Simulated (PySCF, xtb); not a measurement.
AlAsH4O2, SMILES [Al]([OH])([AsH2])[OH].

GFN2-xTB (xtb) at its own geometry gives an orbital gap of 4.10 eV and a dipole moment of 1.18 D.

Geometry: PBE0-D3(BJ)/def2-SVP. The structure was generated by enumeration; whether it is a known compound was not checked. Other conformers were not sampled.

Problem. What does CAM-B3LYP/def2-TZVP (PySCF) give? (An estimate is asked for; the answer gives what the named calculation found.)

Solution. gap 8.98 eV (levels -8.57 and 0.40 eV), dipole 2.65 D.
